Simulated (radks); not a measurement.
Species: Fe I. Configuration: [Ar] 3d7 4s1 (not the ground configuration). Calculated with a radial shooting solver on a logarithmic mesh with Libxc functionals: Dirac Kohn-Sham, PBE, spin-unpolarised, spherical densities, finite nucleus; open shells are shared between the two j in proportion to 2j + 1; Fermi nuclear charge, rms radius 3.7377 fm.

Radial electron density D(r) = 4 pi r^2 rho(r):

```
   r/bohr * D(r) (the largest magnitude, 34.8, reaches the edge; | marks zero)
 0.003838 |  *
 0.005038 |    *
 0.006613 |       *
  0.00875 |           *
  0.01149 |                 *
  0.01508 |                         *
  0.01995 |                                  *
  0.02618 |                                          *
  0.03437 |                                                *
  0.04547 |                                                *
  0.05968 |                                            *
  0.07834 |                                      *
   0.1037 |                                       *
   0.1361 |                                               *
   0.1786 |                                                      *
   0.2363 |                                                *
   0.3102 |                                *
   0.4071 |                    *
   0.5387 |                      *
    0.707 |                         *
    0.928 |                    *
    1.218 |           *
    1.612 |    *
    2.116 |  *
    2.777 |*
    3.674 |*
    4.823 *
     6.33 *
    8.376 *
    10.99 *
```

D(r) has 3 maxima, at r = 0.0407, 0.186, 0.696 bohr, and minima at 0.0890, 0.441 bohr, inside which lie 2.12, 10.65 electrons.
